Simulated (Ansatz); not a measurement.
Process, species as SMILES: C[OH+]C(C)C → CC(C)C[OH2+]
Each molecule is optimised on its own at B3LYP-D3(BJ)/def2-TZVP (Ansatz, a first-principles code), one conformer each, not searched for the lowest.

Property: isomerisation energy (electronic energy difference), in eV. Valence correlation only, unless marked. No spin-orbit coupling. Non-relativistic. CBS marks a two-point X^-3 extrapolation of the correlation energy; Hartree-Fock from the larger set.

```tsv
level	program	isomerisation energy (eV)	minus last row
HF/cc-pwCVTZ	Ansatz	0.17	0.11
HF/cc-pVQZ	Ansatz	0.17	0.11
revPBE-D4/def2-TZVPD	Ansatz + dftd4	0.10	0.04
BHLYP/def2-TZVPD	Ansatz	0.16	0.10
r2SCANh/def2-TZVPD	Ansatz	0.10	0.04
RPA@PBE/cc-pVTZ	Ansatz	0.11	0.05
CCSD/STO-3G	Ansatz	0.54	0.48
CCSD(T)/cc-pVTZ	Ansatz	0.07	0.01
CCSD(T)/cc-pVQZ	Ansatz	0.06	0.00
CCSD(T)/CBS(cc-pVTZ,cc-pVQZ)	Ansatz	0.06	0.00
```
